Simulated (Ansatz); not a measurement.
`BO[SiH2]B` + `C[NH][GeH3]` → `B[N](C)[GeH3]` + `B[SiH2]O` at 400 K and 1 bar (ligand exchange at a B–O bond).

Isolated molecules relaxed with PBE0-D4/def2-TZVP in Ansatz; ΔE leaves out vibrations. CCSD(T)/CBS adds triple-zeta CCSD(T) − MP2 to the extrapolated MP2 energy (def2 sets, frozen cores). For Ge outer-core shells are correlated without core-valence functions, which leaves a few kJ/mol of doubt a bond. Scalar relativity is left out up to krypton. Each species was taken in one conformer, which may not be the lowest.

```tsv
species	CCSD(T)/CBS energy (Eh)	H − E (kJ/mol)	S (J/(mol·K))
`BO[SiH2]B`	-417.47687	196.4	367.5
`C[NH][GeH3]`	-2173.06430	229.8	337.7
`B[N](C)[GeH3]`	-2198.49616	267.2	368.1
`B[SiH2]O`	-392.05150	158.9	327.5
```

H − E and S are ideal-gas, rigid-rotor, harmonic terms from PBE0-D4/def2-TZVP, for one conformer and one mirror image of each species. 1 Eh = 2625.50 kJ/mol, R = 8.31446 J/(mol·K).

Task: By hand: ΔE, ΔH, ΔS and ΔG.

Result: ΔE = (-2198.49616) + (-392.05150) − (-417.47687) − (-2173.06430) = -0.00649 Eh = -17.0 kJ/mol. Δ(H − E) = 267.2 + 158.9 − 196.4 − 229.8 = -0.1, so ΔH = -17.1 kJ/mol. ΔS = 368.1 + 327.5 − 367.5 − 337.7 = -9.6 J/(mol·K). ΔG = -17.1 − 400 × (-9.6)/1000 = -13.3 kJ/mol.

Task: By hand: the equilibrium constant, and the temperature at which ΔG would vanish if ΔH and ΔS stayed fixed.

Result: log₁₀ K = −ΔG/(RT ln 10) = 1.7. ΔG = 0 at ΔH/ΔS = 1781 K, though so small a ΔS makes that figure unsure.

The number of gas molecules stays the same, so ΔS is small and ΔH decides. A doubt of 5 kJ/mol in ΔE shifts log₁₀ K by 0.7 here. Other conformers and mirror images would add mixing entropy, several J/(mol·K) or more a flexible species. Modes under 60 cm⁻¹, often nearly free rotors, make the harmonic entropy too high. These are equilibria of isolated gas molecules and say nothing of rates. Largest T1 diagnostic: 0.013 (customary marks: 0.02 for closed shells, 0.045 for open ones).
